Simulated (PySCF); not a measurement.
A PySCF script (with the pyscf-properties extension) for the NMR shieldings of SMILES B(C[SiH2][Si@H](C#CC)[SiH3])(F)F, C₄H₁₁BF₂Si₃, on a GFN2-xTB geometry:

```python
import basis_set_exchange as bse
import numpy as np
from pyscf import gto, dft
from pyscf.prop import nmr

atoms = """
C     3.446277   -0.971651   -1.416703
C     2.388251   -0.625964   -0.493448
C     1.516730   -0.332974    0.287859
Si    0.135234    0.058621    1.455404
Si   -1.124924   -1.854718    1.858873
Si   -1.020597    1.895669    0.619433
C    -1.248584    1.722234   -1.291600
B    -2.083879    0.455944   -1.548689
F    -1.555823   -0.761714   -1.614356
F    -3.408456    0.445194   -1.603656
H     3.144626   -0.737108   -2.437529
H     4.350618   -0.411886   -1.177187
H     3.662968   -2.037826   -1.350017
H     0.842900    0.498228    2.682662
H    -0.416682   -2.817524    2.708966
H    -1.517420   -2.556816    0.640840
H    -2.353038   -1.491182    2.579790
H    -2.370408    2.028900    1.193143
H    -0.409143    3.227540    0.761228
H    -0.254783    1.660988   -1.728079
H    -1.732786    2.622988   -1.658605
"""
names = dict.fromkeys(["C", "Si", "B", "F", "H"], "pcSseg-1")
basis = {el: gto.basis.parse(bse.get_basis(n, elements=[el], fmt="nwchem")) for el, n in names.items()}
mol = gto.M(atom=atoms, basis=basis, charge=0, verbose=0)
mf = dft.RKS(mol, xc="PBE0")
mf.grids.level = 2
mf.grids.alignment = dft.numint.BLKSIZE   # the property module wants whole blocks of grid points
mf.conv_tol = 1e-9
mf.kernel()

calc = nmr.RKS(mf)   # GIAO
C = mf.mo_coeff
Co = C[:, mf.mo_occ > 0]
resp = mf.gen_response(singlet=True, hermi=2)
def vind(x):   # induced exchange potential for any number of trial vectors
    d = np.einsum("pi,xij,qj->xpq", C, 2 * x.reshape(-1, C.shape[1], Co.shape[1]), Co, optimize=True)
    return np.einsum("xpq,pi,qj->xij", resp(d - d.transpose(0, 2, 1)), C, Co, optimize=True).ravel()
mo1, _ = nmr.rhf.solve_mo1(calc, with_cphf=vind)
sigma = calc.kernel(mo1)
for i, s in enumerate(sigma):   # ppm
    print("%2d %-2s %9.2f" % (i, mol.atom_pure_symbol(i), np.trace(s) / 3))
```

Problem. What are the results?

Solution. 
```
 0 C     180.45
 1 C      68.79
 2 C     109.87
 3 Si    457.86
 4 Si    459.93
 5 Si    420.45
 6 C     191.10
 7 B      70.68
 8 F     245.31
 9 F     241.47
10 H      29.61
11 H      29.62
12 H      29.58
13 H      27.16
14 H      28.02
15 H      27.96
16 H      28.31
17 H      27.75
18 H      27.28
19 H      31.06
20 H      31.13
```

These numbers come from an equivalent density-fitted implementation of the same equations, which agrees with the script to about 0.01 ppm for H and up to a few tenths of a ppm for heavy atoms, so last digits may differ.

Size and cost of the density-fitted run: 246 basis functions, 3.9 min wall time (2.5 min CPU) on 1 thread of an Intel Xeon, shared host; peak memory 1.1 GiB.
